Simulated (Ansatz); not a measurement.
Coupled-cluster diagnostics for SnH(OMe)3 (C3H10O3Sn), Ansatz.

Geometry of the singlet (PBE-D4/def2-SVP):

Cartesian coordinates in Å:
```
Sn -1.257 -0.963 -0.041
H -2.617 -2.003 -0.092
O 0.462 -1.996 -0.186
C 1.559 -1.409 -0.866
H 2.266 -2.219 -1.150
H 2.121 -0.686 -0.226
H 1.265 -0.876 -1.800
O -1.199 0.074 1.680
C 0.061 0.411 2.235
H -0.086 0.654 3.310
H 0.516 1.308 1.750
H 0.805 -0.418 2.177
O -1.293 0.361 -1.553
C -0.760 1.657 -1.340
H -1.147 2.327 -2.139
H 0.356 1.678 -1.400
H -1.052 2.099 -0.359
```

In the def2 sets Sn takes a core potential; there is no spin–orbit coupling. Correlated methods freeze 10 core orbitals; core or outer-core shells of Sn are correlated, in sets that lack core-valence functions.

Question: Estimate the CCSD(T) correlation energy, the shares of MP2 and (T), T1 and the reference's ⟨S²⟩ for: charge 0, singlet, own geometry in def2-SVP; and the rough time on 4 threads of Intel Xeon on a shared host.

Answer: 
```json
{"state": "charge 0, singlet, own geometry", "basis": "def2-SVP", "correlation (eV)": "-32.771", "MP2 share (%)": "92.0", "(T) share (%)": "2.7", "T1": "0.013", "⟨S²⟩ (pure)": "0.00 (0.00)", "wall time": "93 s"}
```
Customary marks for T1 are 0.02 (closed shells), 0.045 (open shells) and about 0.05 (3d metals). T1 stays under 0.02 throughout.
